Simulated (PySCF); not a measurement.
1,1-difluorobuta-1,2-diene (C4H4F2), SMILES CC=C=C(F)F. Atoms are numbered in the order given.

```xyz
10

C     -2.6532     0.4464     0.0000
C     -1.5518    -0.5654     0.0000
C     -0.2672    -0.3011     0.0000
C      1.0088    -0.0300     0.0000
F      1.7501     0.1238     1.0786
F      1.7501     0.1238    -1.0786
H     -3.2970     0.3101    -0.8842
H     -2.2641     1.4730     0.0000
H     -3.2970     0.3101     0.8842
H     -1.8631    -1.6214     0.0000
```

The structure is a stationary point at PBE0-D3(BJ)/def2-SVP.

The numbers are results of PBE0/def2-TZVP in PySCF, not measurements.

ESP charges are fitted to the potential on shells at 1.4 to 2.0 van der Waals radii. Atomic charges (e):

```json
[
 {"atom": "C1", "Mulliken": "-0.33", "Löwdin": "-0.28", "ESP fit": "-0.43", "IAO": "-0.43"},
 {"atom": "C2", "Mulliken": "-0.09", "Löwdin": "-0.16", "ESP fit": "0.21", "IAO": "-0.10"},
 {"atom": "C3", "Mulliken": "-0.17", "Löwdin": "-0.09", "ESP fit": "-0.44", "IAO": "-0.15"},
 {"atom": "C4", "Mulliken": "0.33", "Löwdin": "-0.48", "ESP fit": "0.48", "IAO": "0.53"},
 {"atom": "F5", "Mulliken": "-0.15", "Löwdin": "0.23", "ESP fit": "-0.16", "IAO": "-0.25"},
 {"atom": "F6", "Mulliken": "-0.15", "Löwdin": "0.23", "ESP fit": "-0.16", "IAO": "-0.25"},
 {"atom": "H7", "Mulliken": "0.14", "Löwdin": "0.14", "ESP fit": "0.13", "IAO": "0.16"},
 {"atom": "H8", "Mulliken": "0.14", "Löwdin": "0.13", "ESP fit": "0.16", "IAO": "0.16"},
 {"atom": "H9", "Mulliken": "0.14", "Löwdin": "0.14", "ESP fit": "0.13", "IAO": "0.16"},
 {"atom": "H10", "Mulliken": "0.14", "Löwdin": "0.16", "ESP fit": "0.08", "IAO": "0.16"}
]
```

Computed Mayer and Wiberg (Löwdin basis) orders of the bonds:
```json
[
 {"bond": "C1–C2", "Mayer": "0.99", "Wiberg": "1.30"},
 {"bond": "C2–C3", "Mayer": "1.92", "Wiberg": "2.03"},
 {"bond": "C3–C4", "Mayer": "1.88", "Wiberg": "1.98"},
 {"bond": "C4–F5", "Mayer": "1.15", "Wiberg": "1.80"},
 {"bond": "C4–F6", "Mayer": "1.15", "Wiberg": "1.80"},
 {"bond": "C1–H7", "Mayer": "0.95", "Wiberg": "0.89"},
 {"bond": "C1–H8", "Mayer": "0.97", "Wiberg": "0.90"},
 {"bond": "C1–H9", "Mayer": "0.95", "Wiberg": "0.89"},
 {"bond": "C2–H10", "Mayer": "0.93", "Wiberg": "0.81"}
]
```
